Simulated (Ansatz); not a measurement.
Basis-set series for BrClH2OSSi (`O[Si](S)(Cl)Br`). Total charge 0; spin multiplicity 1. The geometry is a stationary point of PBE0-D4/def2-TZVP. It is one conformer, not always the lowest.

| atom | x (Å) | y (Å) | z (Å) |
| --- | --- | --- | --- |
| O1 | 0.3534 | -0.8978 | 1.3382 |
| Si2 | 0.1212 | -0.0638 | -0.0327 |
| S3 | -1.4594 | 1.2502 | 0.4156 |
| Cl4 | 1.7959 | 0.9582 | -0.5998 |
| Br5 | -0.3357 | -1.4584 | -1.6914 |
| H6 | 0.8057 | -1.7423 | 1.2857 |
| H7 | -1.2810 | 1.9539 | -0.7156 |

```csv
functional,basis,functions,energy (Eh),HOMO (eV),LUMO (eV)
PBE0-D4,def2-SVP,110,-3797.13695,-7.83,-0.15
PBE0-D4,def2-TZVPP,233,-3797.95477,-7.94,-0.49
ωB97M-V,def2-SVP,110,-3797.69725,-9.97,1.99
ωB97M-V,def2-TZVPP,233,-3798.51175,-10.11,1.54
```

Problem. Give the rows for def2-QZVPP. (Best estimate.)

Solution. Computed: 
| functional | basis | functions | energy (Eh) | HOMO (eV) | LUMO (eV) |
| --- | --- | --- | --- | --- | --- |
| PBE0-D4 | def2-QZVPP | 416 | -3798.04725 | -7.97 | -0.59 |
| ωB97M-V | def2-QZVPP | 416 | -3798.60022 | -10.16 | 1.20 |

Positive LUMOs are unbound and depend on the basis. Scalar relativity is left out up to krypton.
